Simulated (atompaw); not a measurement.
## PBEsol PAW (atompaw) dataset for manganese (Mn), scalar-relativistic all-electron reference.

atompaw 4.2.0.5 was run on this input:

```
Mn 25
GGA-PBESOL scalarrelativistic loggrid 1500 logderivrange -8 5 326
4 4 3 0 0 0
4 1 0
3 2 5
0 0 0
c
c
v
v
c
v
v
v
3
2.00 1.95 1.60 1.35
n
n
y
-0.1
n
y
0.4
n
custom rrkj gramschmidtortho sinc
4 -0.5 ultrasoft
1.40
2.00
1.25
2.00
2.00
2.00
2.00
PWSCFOUT
UPFDX 0.0125d0 UPFXMIN -7.d0 UPFZMESH 25.d0
END
```

Command:

```bash
atompaw < Mn.input > Mn.log
```

Output (summary file):

```
Completed calculations for Mn (AE)

 Exchange-correlation type: GGA, Perdew-Burke-Ernzerhof modified (PBEsol)

 Radial integration grid is logarithmic
 r0 =   3.3078265E-04 h =   8.2695663E-03   n =      1500 rmax =   8.0000000E+01

 Scalar relativistic calculation

 AEatom converged in  44 iterations
   nz     =  25.00
   delta  =       8.714396640004E-17

 All Electron Orbital energies:
  n  l      occupancy      energy
  1  0      2.0000000E+00 -4.7205478E+02
  2  0      2.0000000E+00 -5.4617386E+01
  3  0      2.0000000E+00 -6.2947362E+00
  4  0      2.0000000E+00 -3.7667844E-01
  2  1      6.0000000E+00 -4.6286427E+01
  3  1      6.0000000E+00 -4.0043915E+00
  4  1      0.0000000E+00 -9.9028604E-02
  3  2      5.0000000E+00 -4.9936669E-01

 Total energy
   Total                    :    -2314.32961167758958

 ---
 Completed calculations for Mn (SC)

 Exchange-correlation type: GGA, Perdew-Burke-Ernzerhof modified (PBEsol)

 Radial integration grid is logarithmic
 r0 =   3.3078265E-04 h =   8.2695663E-03   n =      1500 rmax =   8.0000000E+01

 Scalar relativistic calculation

 SCatom converged in   1 iterations
   nz     =  25.00
   delta  =       8.318913265951E-17

 Valence Electron Orbital energies:
  n  l      occupancy      energy
   3  0      2.0000000E+00 -6.2947362E+00
   4  0      2.0000000E+00 -3.7667844E-01
   3  1      6.0000000E+00 -4.0043915E+00
   4  1      0.0000000E+00 -9.9028604E-02
   3  2      5.0000000E+00 -4.9936669E-01

 Total energy
   Total                    :    -2314.32961167767962
   Valence                  :     -283.54146466521695

 PAW parameters:
       lmax =            3
         rc =    2.0009837288953629
        irc =         1054
   rc_shape =    1.9519445345143527
    rc_vloc =    1.6005051193834015
    rc_core =    1.3564768432245748
   Vloc: Non norm-conserving form with l= 4;e=  -5.0000E-01
   Projector type: RRKJ pseudization + Gram-Schmidt ortho.
   Sinc^2 compensation charge shape zeroed at   1.9519E+00

 Number of basis functions     7
 No.   n  nodes  l      Energy         Cp coeff         Occ
  1    3    2    0   -0.6294736E+01  0.1000000E+01  0.2000000E+01
  2    4    3    0   -0.3766784E+00  0.7827637E+00  0.2000000E+01
  3    3    1    1   -0.4004392E+01  0.1000000E+01  0.6000000E+01
  4    4    2    1   -0.9902860E-01  0.9266214E+00  0.0000000E+00
  5    3    0    2   -0.4993667E+00  0.1000000E+01  0.5000000E+01
  6  999    1    2   -0.1000000E+00  0.4712969E-01  0.0000000E+00
  7  999    0    3    0.4000000E+00  0.1000000E+01  0.0000000E+00

 Eigenvalues of overlap operator (in the basis of projectors):
    1        4.51195732E-02
    2        3.96112155E-01
    3        6.03482435E-01
    4        1.11908851E+01
    5        3.97638495E+01
    6        9.24391359E+01
    7        6.82174707E+02

 Orbital leakage outside PAW augmentation regions
   orb  is_core?  %out_of_sphere
   1 0    T          -0.00
   2 0    T           0.00
   3 0    F           0.42
   4 0    F          83.28
   2 1    T           0.00
   3 1    F           1.17
   4 1    F          94.84
   3 2    F          12.75

 Summary of PAW energies
   Total valence energy     :   -283.53880809822942
   Smooth energy            :     20.19452877985398
   One center               :   -303.73333687808338
   Smooth kinetic           :     56.55447178202461
   Vloc energy              :    -23.07289332205514
   Smooth exch-corr         :    -16.33063646430006
   One-center xc            :    -85.20207489478794
```

The run took about 15 s on one core of a shared host (Intel(R) Xeon(R) Platinum 8259CL CPU @ 2.50GHz, 96 threads, 755 GiB, load 48).
